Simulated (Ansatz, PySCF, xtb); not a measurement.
Noncovalent pair: H2O (SMILES O) (first 3 atoms) with CHN (SMILES C#N); geometry from B3LYP-D3(BJ)/def2-TZVP, rigid monomers moved along the line of their centres of mass till O1···H6 is 2.31 Å.
(charge 0, multiplicity 1):
```xyz
6

O     -0.08341    -0.07771    -0.10327
H      0.70905    -0.23245    -0.62767
H     -0.82821    -0.23088    -0.69383
C     -0.23070    -0.27851     3.27483
N     -0.27964    -0.36528     4.41757
H     -0.18465    -0.20028     2.20148
```

Counterpoise-corrected where a basis set is named; no monomer relaxation. Rows marked so take none.

Rows in 6-31G* carry no dispersion term and start afresh at each structure (6-31G* with six Cartesian d functions). MP2/6-31G* freezes PySCF's default core.

Programs: Ansatz (a quantum-chemistry and plane-wave program); PySCF for 6-31G* rows, the dispersion terms; xtb for the GFN methods. Each number belongs to the level named beside it.

```
level                            interaction energy (kJ/mol)
-------------------------------  ---------------------------
GFN-FF                                                 -15.8
GFN2-xTB                                               -14.0
HF/aug-cc-pVTZ                                         -19.0
PBE/def2-TZVPPD                                        -18.7
r2SCAN-D4/def2-TZVPPD                                  -19.3
B3LYP/6-31G* (no counterpoise)                         -26.3
PBE0-D4/def2-TZVPPD                                        ?
M06-2X/6-31G* (no counterpoise)                        -26.9
MP2/6-31G* (no counterpoise)                           -26.9
```

Q: Fill in the missing entries.

A: 
- PBE0-D4/def2-TZVPPD, interaction energy (kJ/mol): -20.7
